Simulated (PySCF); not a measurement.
C2H6N, SMILES C[N]C, multiplicity 2.

The structure is a stationary point at PBE0-D3(BJ)/def2-TZVP. The isomer is the one that the SMILES or the coordinates give; other isomers of the formula were not compared.

Computed with TDA-ωB97X/def2-SVPD run with PySCF.

Vertical excitations. The molecule is in vacuum.

| state | energy (eV) | λ (nm) | f | main pairs |
|---|---|---|---|---|
| root 1 | 2.16 | 574 | 0.000 | β HOMO→LUMO 96 % |
| root 2 | 6.29 | 197 | 0.000 | β HOMO−1→LUMO 87 % |
| root 3 | 7.26 | 171 | 0.017 | α HOMO→LUMO 90 % |
| root 4 | 7.48 | 166 | 0.004 | β HOMO→LUMO+1 87 % |
| root 5 | 7.55 | 164 | 0.061 | β HOMO−2→LUMO 98 % |
| root 6 | 8.11 | 153 | 0.008 | α HOMO−1→LUMO 86 % |
| root 7 | 8.25 | 150 | 0.000 | β HOMO−3→LUMO 86 % |
| root 8 | 8.51 | 146 | 0.000 | α HOMO→LUMO+1 94 % |
| root 9 | 8.62 | 144 | 0.004 | β HOMO→LUMO+2 93 % |
| root 10 | 8.91 | 139 | 0.027 | α HOMO→LUMO+3 75 %, β HOMO−5→LUMO 8 % |
Unrestricted roots are not spin-pure.
